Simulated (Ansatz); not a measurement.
Results of the Gaussian-basis code of Ansatz.

Basis-set series for C2H7BO2 (`CBOCO`). Charge 0, multiplicity 1. The geometry is a stationary point of PBE0-D4/def2-TZVP. It is one conformer, not always the lowest.

```csv
functional,basis,functions,energy (Eh),HOMO (eV),LUMO (eV)
PBE0-D4,def2-SVP,105,-255.28327,-8.35,0.33
PBE0-D4,def2-QZVPP,495,-255.59431,-8.49,0.05
ωB97M-V,def2-SVP,105,-255.45716,-10.70,2.41
ωB97M-V,def2-QZVPP,495,-255.77908,-10.86,1.67
```

(1) Give the rows for def2-TZVPP. (Estimate.)

Results:

(1) The calculation gave: 
| functional | basis | functions | energy (Eh) | HOMO (eV) | LUMO (eV) |
| --- | --- | --- | --- | --- | --- |
| PBE0-D4 | def2-TZVPP | 253 | -255.57952 | -8.47 | 0.13 |
| ωB97M-V | def2-TZVPP | 253 | -255.76480 | -10.83 | 1.99 |

Positive LUMOs are unbound and depend on the basis.
